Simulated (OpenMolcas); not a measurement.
Au5+: moving or changing the point charges

Au5+ among 6 point charges of -1.7 e arranged as a trigonal antiprism (D3d), 2.1 Å from the ion, with a polar angle of 61.9° against the regular 54.74°.
```
   0.0000    1.8516    0.9907  -1.70
  -1.6036   -0.9258    0.9907  -1.70
   1.6036   -0.9258    0.9907  -1.70
   0.0000   -1.8516   -0.9907  -1.70
   1.6036    0.9258   -0.9907  -1.70
  -1.6036    0.9258   -0.9907  -1.70
```

```
Program             : OpenMolcas
Method              : SS-CASPT2, IPEA 0.25 Eh, imaginary shift 0.1 Eh (closed shells correlated: 5s 5p)
Basis               : ANO-RCC-VDZP [7s6p4d2f]
Scalar Hamiltonian  : DKH2, point nucleus
Active space        : 6 electrons in 5 orbitals (5d)
State averaging     : 2S+1 = 5 even, 5 roots; 2S+1 = 3 even, 45 roots; 2S+1 = 1 even, 50 roots
Spin-orbit coupling : RASSI with atomic mean-field integrals over the reference wave functions
```

Runs around this geometry, states (labels of D3, the rotations of D3d). Energies in cm-1 above the lowest state or level, χT in cm3 K/mol.

| R (Å) | q (e) | Polar angle / regular | Ground state | First state of that spin | First gap with spin-orbit (degeneracies) | χT at 300 K | First state of another spin |
| --- | --- | --- | --- | --- | --- | --- | --- |
| 2.1 | -1.7 | 1.04 | 5A1 | 5E 1150 | 170 (1, 2) | 4.428 | 3A2 18010 |
| 2.1 | -1.36 | 1.13 | 5A1 | 5E 2220 | 310 (1, 2) | 4.001 | 3A2 19500 |
| 2.02 | -1.7 | 1.13 | 5A1 | 5E 3330 | 480 (1, 2) | 3.326 | 3A2 18180 |
| 2.1 | -1.7 | 1.13 | 5A1 | 5E 2900 | 410 (1, 2) | 3.629 | 3A2 18920 |
| 2.22 | -1.7 | 1.13 | 5A1 | 5E 2370 | 330 (1, 2) | 3.946 | 3A2 19700 |

Taking the first state of the same spin as R^-n, n = -ln(2370 / 3330) / ln(2.22 / 2.02) = 3.6 between the shortest and longest distance.

Scaling the charges by -1.36 / -1.7 = 0.80 scales the first state of the same spin by 2220 / 2900 = 0.77; with fixed orbitals a first-order splitting would follow the charge.

Roots that are degenerate in the reference are averaged as groups; the widest CASPT2 spread within a group is 79 cm-1 (the 2-fold group of multiplicity 1 near 77400 cm-1 above the lowest state of its run, R = 2.1, q = -1.7, ratio = 1.04). Shifts and gaps below about the spread of the groups concerned are not significant. Point charges give a weaker field than real ligands, and real ions of this kind are as a rule low spin; the high spin found here belongs to the model. Free-ion shares, where given, are those of the reference states; single-state CASPT2 does not remix them. Spin-orbit coupling mixes the spin-free states strongly: the lowest level takes only 49 % from its leading state, 5A1 (figures for R = 2.1, q = -1.7, ratio = 1.04; the like holds for R = 2.1, q = -1.36, ratio = 1.13, R = 2.02, q = -1.7, ratio = 1.13, R = 2.1, q = -1.7, ratio = 1.13, R = 2.22, q = -1.7, ratio = 1.13). This is an electrostatic model: the charges have no orbitals. No measured value stands beside these numbers.
